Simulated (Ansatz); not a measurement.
A nudged elastic band was laid between two geometries of CH4BSb (7 atoms, charge 0, multiplicity 1).

These are results of Ansatz 0.2.0, RKS B3LYP/def2-SVP, not measurements.

```yaml
movable_images: 7
climbing_image: yes
spring: 5.0 eV/Å²
optimiser: lbfgs
start_path: IDPP
force_threshold: 0.05 eV/Å
iteration_limit: 60
end_points: relaxed
largest_step: 0.02 Å
```

First end point:

```xyz
7
Properties=species:S:1:pos:R:3
B -1.076 0.179 -0.748
C -0.419 -0.946 -0.330
Sb 0.982 -0.191 1.186
H -1.592 1.201 -1.053
H -0.399 -2.024 -0.458
H 0.279 1.384 1.273
H 2.225 0.398 0.129
```

Last end point:

```xyz
7
Properties=species:S:1:pos:R:3
B -1.620 -0.435 -0.228
C -0.315 -0.343 -0.634
Sb 0.721 0.615 1.061
H -2.713 -0.460 0.229
H 0.305 -0.590 -1.492
H 1.583 1.715 0.045
H 2.040 -0.502 1.019
```

(1) What changes between the two ends?

(2) Give the energies along the band, and the barrier.

Answers

(1) No bond is made or broken. The dihedral H5–C2–Sb3–H6 goes from -166 to 45°.

(2) It did not converge within its limit. The highest image is number 4 of 0 to 8, 19.0 kJ/mol above the first end and 12.5 kJ/mol above the last; the last end lies 6.6 kJ/mol above the first. The band didn't meet its force threshold, so its energies are provisional: the largest band force was still 0.06 eV/Å, and over the last iterations the top stayed at 0.20 eV.

```csv
image,path coordinate (Å),energy (kJ/mol),dihedral H5–C2–Sb3–H6 (°)
0,0.00,0.0,-166
1,0.53,2.5,177
2,1.06,9.1,159
3,1.60,15.7,139
4,2.14,19.0,117
5,2.63,17.8,98
6,3.14,13.4,79
7,3.64,8.6,62
8,4.14,6.6,45
```

The run took 30 min on 1 thread of Arm Neoverse N1 (shared host), peak memory 0.19 GiB.
